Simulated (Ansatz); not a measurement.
`CC([SiH3])=[Se]` + H₂ → `[SiH3]C=[Se]` + CH₄ at 600 K and 1 bar (hydrogenolysis of a C–C bond).

Calculated with Ansatz (gas phase, PBE0-D4/def2-TZVP geometries, no zero-point term in ΔE). CCSD(T)/CBS is the MP2 limit (def2-TZVPP, def2-QZVPP) plus CCSD(T) − MP2 in def2-TZVPP, frozen cores. This one scheme is used for every species. For Se outer-core shells are correlated without core-valence functions, which leaves a few kJ/mol of doubt a bond. Scalar relativity is left out up to krypton.

```csv
species,CCSD(T)/CBS energy (Eh),H − E (kJ/mol),S (J/(mol·K))
`CC([SiH3])=[Se]`,-2769.46533,236.0,433.7
H₂,-1.17544,43.9,150.8
`[SiH3]C=[Se]`,-2730.19682,148.6,373.1
CH₄,-40.46206,140.4,215.7
```

H − E and S are ideal-gas, rigid-rotor, harmonic terms from PBE0-D4/def2-TZVP. For small species the MP2-based limit differs from directly extrapolated CCSD(T) by up to some mEh (0.8 for H₂); such offsets cancel only in part. 1 Eh = 2625.50 kJ/mol, R = 8.31446 J/(mol·K).

Task: By hand: ΔE, ΔH, ΔS and ΔG.

Result: ΔE = (-2730.19682) + (-40.46206) − (-2769.46533) − (-1.17544) = -0.01811 Eh = -47.5 kJ/mol. Δ(H − E) = 148.6 + 140.4 − 236.0 − 43.9 = 9.1, so ΔH = -38.4 kJ/mol. ΔS = 373.1 + 215.7 − 433.7 − 150.8 = 4.3 J/(mol·K). ΔG = -38.4 − 600 × (4.3)/1000 = -41.0 kJ/mol.

Task: By hand: the equilibrium constant, and the temperature at which ΔG would vanish if ΔH and ΔS stayed fixed.

Result: log₁₀ K = −ΔG/(RT ln 10) = 3.6. ΔH and −TΔS have one sign here, so there is no such temperature. One of them is within its doubt of zero, so this could turn.

The number of gas molecules stays the same, so ΔS is small and ΔH decides. A doubt of 5 kJ/mol in ΔE shifts log₁₀ K by 0.4 here. Modes under 60 cm⁻¹, often nearly free rotors, make the harmonic entropy too high. These are equilibria of isolated gas molecules and say nothing of rates. Largest T1 diagnostic: 0.015 (customary marks: 0.02 for closed shells, 0.045 for open ones).
